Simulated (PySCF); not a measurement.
**Calculated NMR parameters of C#C[SiH2]C#CC1CCC1**

| Item | Value |
| --- | --- |
| Formula | C8H10Si |
| SMILES | C#C[SiH2]C#CC1CCC1 |
| Point group of the computed structure | C1 |
| Degrees of unsaturation | 5 |
| Carbon signals | 7 |
| Proton signals | 7 |

Molfile (atoms numbered from 1):
```
C8H10Si
     RDKit          3D

 19 19  0  0  0  0  0  0  0  0999 V2000
    4.5678    0.0129    1.1478 C   0  0  0  0  0  0  0  0  0  0  0  0
    3.8383   -0.7006    0.4855 C   0  0  0  0  0  0  0  0  0  0  0  0
    2.7383   -1.7803   -0.5131 Si  0  0  0  0  0  4  0  0  0  0  0  0
    1.0316   -1.1422   -0.4738 C   0  0  0  0  0  0  0  0  0  0  0  0
   -0.1088   -0.7094   -0.4364 C   0  0  0  0  0  0  0  0  0  0  0  0
   -1.4482   -0.1668   -0.3674 C   0  0  0  0  0  0  0  0  0  0  0  0
   -1.6898    1.3170   -0.7515 C   0  0  0  0  0  0  0  0  0  0  0  0
   -2.7146    1.4011    0.3934 C   0  0  0  0  0  0  0  0  0  0  0  0
   -2.0671    0.1531    1.0191 C   0  0  0  0  0  0  0  0  0  0  0  0
    5.2137    0.6438    1.7326 H   0  0  0  0  0  0  0  0  0  0  0  0
    2.7821   -3.1595    0.0520 H   0  0  0  0  0  0  0  0  0  0  0  0
    3.2423   -1.8116   -1.9161 H   0  0  0  0  0  0  0  0  0  0  0  0
   -2.1332   -0.8149   -0.9403 H   0  0  0  0  0  0  0  0  0  0  0  0
   -0.7932    1.9196   -0.5450 H   0  0  0  0  0  0  0  0  0  0  0  0
   -2.0254    1.5199   -1.7787 H   0  0  0  0  0  0  0  0  0  0  0  0
   -3.7364    1.1942    0.0397 H   0  0  0  0  0  0  0  0  0  0  0  0
   -2.7349    2.3216    0.9942 H   0  0  0  0  0  0  0  0  0  0  0  0
   -2.7165   -0.6129    1.4669 H   0  0  0  0  0  0  0  0  0  0  0  0
   -1.2798    0.4173    1.7403 H   0  0  0  0  0  0  0  0  0  0  0  0
  1  2  3  0
  2  3  1  0
  3  4  1  0
  4  5  3  0
  5  6  1  0
  6  7  1  0
  7  8  1  0
  8  9  1  0
  9  6  1  0
  1 10  1  0
  3 11  1  0
  3 12  1  0
  6 13  1  0
  7 14  1  0
  7 15  1  0
  8 16  1  0
  8 17  1  0
  9 18  1  0
  9 19  1  0
M  END
```

Calculated, not measured (PySCF 2.14.0 with density-fitted response routines): NMR shieldings at PBE0/pcSseg-1/GIAO, structure optimised with PBE0-D3(BJ)/def2-SVP. One computed conformer, no solvent, averaged over atoms made equivalent by symmetry, fast rotation or ring inversion, non-relativistic.

δ = σ(ref) − σ, references computed at the same level: 1H and 13C and 29Si vs TMS.

| carbon | δC, type | δH (multiplicity) | HMBC from (2–3 bonds) | span of the C tensor (ppm) |
| --- | --- | --- | --- | --- |
| C1 | 103.5, CH | 2.29 (t) | H11/H12 | 252 |
| C2 | 83.7, C | – | H11/H12, H10 | 286 |
| C4 | 79.7, C | – | H11/H12, H13 | 222 |
| C5 | 121.7, C | – | H11/H12, H13, H14/H19, H15/H18 | 311 |
| C6 | 27.3, CH | 2.88 (m) | H14/H19, H15/H18, H16, H17 | 35 |
| C7/C9 | 31.9, CH2 | H14 2.12 (m); H15 2.09 (m) | H13, H14/H19, H15/H18, H16, H17 | 36 |
| C8 | 20.4, CH2 | H16 1.81 (m); H17 1.63 (m) | H13, H14/H19, H15/H18 | 23 |

Other nuclei:
| atoms | nucleus | environment | δ (ppm) | σ (ppm) |
| --- | --- | --- | --- | --- |
| H11/H12 | 1H | hydrogen on a silicon bonded to 2 C | 4.56 | 26.71 |
| Si3 | 29Si | silicon bonded to 2 C, 2 H | -93.9 | 445.9 |

- Carbon types of the structure: 3 × C, 2 × CH, 3 × CH2, leaving 2 H on heteroatoms.
- δC 121.7, 83.7, 79.7: alkyne carbon.
- δC 103.5: terminal alkyne carbon; sp carbons lie upfield of alkene carbons because the cylindrical π system leaves one tensor component strongly shielded.
- δC 31.9, 20.4: sp3 CH2 in a ring; aliphatic region, no heteroatom directly attached.
- δC 27.3: propargylic sp3 CH; aliphatic region, no heteroatom directly attached.
- δH 2.29: hydrogen on a terminal alkyne carbon; it lies on the axis of the triple bond, in its shielding cone.

Shifts are as computed. Against solution values, carbons near 30 ppm lie about +2 ppm off and those near 130 ppm about +5 ppm. Of 1309 compounds with measured shifts, 239 miss one by over three times the rms of a fit or turn the order of signals round; such compounds aren't used in these exercises. Multiplicities follow the n + 1 count of equivalent neighbours, as no J values were calculated; m marks all less simple cases, F and P coupling included.
